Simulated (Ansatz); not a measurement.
Start from `CC[SiH2]SC` and change one atom or group to get `CB[SiH2]SC`.

Ansatz, PBE0-D4/def2-TZVP geometries, multiplicity 1. Each molecule was computed in one conformer, which needn't be the lowest.

| property | `CC[SiH2]SC` |
| --- | --- |
| LUMO energy (B3LYP/def2-TZVPP) / eV | 0.22 |
| size of the dipole moment (PBE/def2-TZVPP) / D | 1.87 |
| HOMO–LUMO gap (PBE0/def2-TZVPP) / eV | 7.25 |
| size of the dipole moment (B3LYP/def2-TZVPP) / D | 1.87 |
| HOMO energy (PBE0/def2-TZVPP) / eV | -6.77 |
| LUMO energy (PBE0/def2-TZVPP) / eV | 0.48 |

**Question.** What does the change do to each property? (Estimate.)

**Answer.** The calculation gave: 
| property | `CB[SiH2]SC` | shift |
| --- | --- | --- |
| LUMO energy (B3LYP/def2-TZVPP) / eV | -2.05 | -2.27 |
| size of the dipole moment (PBE/def2-TZVPP) / D | 0.18 | -1.69 |
| HOMO–LUMO gap (PBE0/def2-TZVPP) / eV | 4.88 | -2.37 |
| size of the dipole moment (B3LYP/def2-TZVPP) / D | 0.23 | -1.64 |
| HOMO energy (PBE0/def2-TZVPP) / eV | -6.74 | 0.03 |
| LUMO energy (PBE0/def2-TZVPP) / eV | -1.86 | -2.34 |

Dipoles are sizes alone; their direction can turn.

B3LYP here is the variant with VWN-RPA as its local correlation; programs differ in this.
